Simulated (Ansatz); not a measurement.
B2FH5OSi (`B[SiH2]OBF`), relaxed with RKS PBE0-D4/def2-TZVP in Ansatz from a PBE-D4/def2-SVP geometry. The force threshold is 0.005 eV/Å; the program also tests the step.

Charge 0, multiplicity 1.

Start:

```xyz
10

B     1.897    0.787   -0.600
Si    0.591   -0.308    0.458
O    -0.990    0.329    0.429
B    -2.171   -0.189    0.026
F    -3.263    0.575    0.132
H     3.066    0.448   -0.590
H     1.588    1.761   -1.257
H     0.572   -1.723   -0.075
H     1.003   -0.364    1.907
H    -2.292   -1.315   -0.430
```

```
        step  energy (eV)  largest force (eV/Å)  largest move (Å)
           1  -14070.9807                 0.633             0.000
           2  -14071.0215                 0.418             0.026
           3  -14071.0285                 0.238             0.020
           4  -14071.0294                 0.206             0.026
5 (rejected)  -14071.0230                 0.321             0.038
           6  -14071.0308                 0.068             0.019
           7  -14071.0313                 0.028             0.014
           8  -14071.0313                 0.002             0.005
```

End:

```xyz
10

B     1.885    0.785   -0.595
Si    0.579   -0.310    0.452
O    -0.967    0.302    0.409
B    -2.152   -0.193    0.026
F    -3.222    0.581    0.131
H     3.038    0.465   -0.576
H     1.579    1.738   -1.246
H     0.567   -1.706   -0.077
H     0.985   -0.361    1.884
H    -2.291   -1.302   -0.409
```

Hardware: 4 threads of a server CPU on a shared host. Wall time 23 s, peak host memory 0.44 GiB.
